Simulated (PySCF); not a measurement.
Isomers of C5H4F4O2. Computed with TDDFT wB97X-D/def2-SVPD, vertical, gas phase, core orbitals frozen in the response (PySCF). Geometries: PBE0-D3(BJ)/def2-SVP; one conformer of each isolated species. Triplets are in the Tamm–Dancoff approximation. 'Strongest' means the level of largest summed f among the lowest 10 singlets; it needn't be the same kind of state in each.

Task: Rank by computed LUMO energy, lowest first.
A. `O(C1CO[C@@H](F)C=1)C(F)(F)F`
B. `O=C([C@@H]1OC[C@H]1F)C(F)(F)F`
C. `O=C1[C@H](C(F)(F)F)O[C@@H]1CF`
D. `O=C1[C@@H](CF)O[C@@H]1C(F)(F)F`
E. `C=C(OC(F)F)C(=O)C(F)F`
F. `F/C=C\O/C=C(/F)OC(F)F`
G. `F/C=C/O/C=C(/F)OC(F)F`

Result: E (-0.89 eV), B (-0.41 eV), C (-0.19 eV), D (0.04 eV), A (1.33 eV), F (1.67 eV), G (1.82 eV).

| SMILES | LUMO (eV) | first f ≥ 0.01 (nm) | α (au) | S1 (eV) | strongest (eV) | f (strongest) | S1 mainly |
| --- | --- | --- | --- | --- | --- | --- | --- |
| C=C(OC(F)F)C(=O)C(F)F | -0.89 | 235 | 70.6 | 3.82 | 5.27 | 0.15 | H-1→L (87%) |
| O=C([C@@H]1OC[C@H]1F)C(F)(F)F | -0.41 | 215 | 65.5 | 4.06 | 7.38 | 0.08 | H→L (70%) |
| O=C1[C@H](C(F)(F)F)O[C@@H]1CF | -0.19 | 149 | 65.9 | 4.34 | 8.44 | 0.06 | H→L (96%) |
| O=C1[C@@H](CF)O[C@@H]1C(F)(F)F | 0.04 | 154 | 65.9 | 4.38 | 8.89 | 0.06 | H→L (97%) |
| F[C@H]1C=C(OC(F)(F)F)CO1 | 1.33 | 174 | 67.3 | 7.12 | 7.12 | 0.28 | H→L (93%) |
| F/C=C\O/C=C(/F)OC(F)F | 1.67 | 202 | 76.5 | 6.15 | 6.23 | 0.56 | H→L+1 (64%) |
| F/C=C/O/C=C(/F)OC(F)F | 1.82 | 198 | 77.2 | 6.25 | 6.38 | 0.47 | H→L (38%) |

H and L stand for HOMO and LUMO.
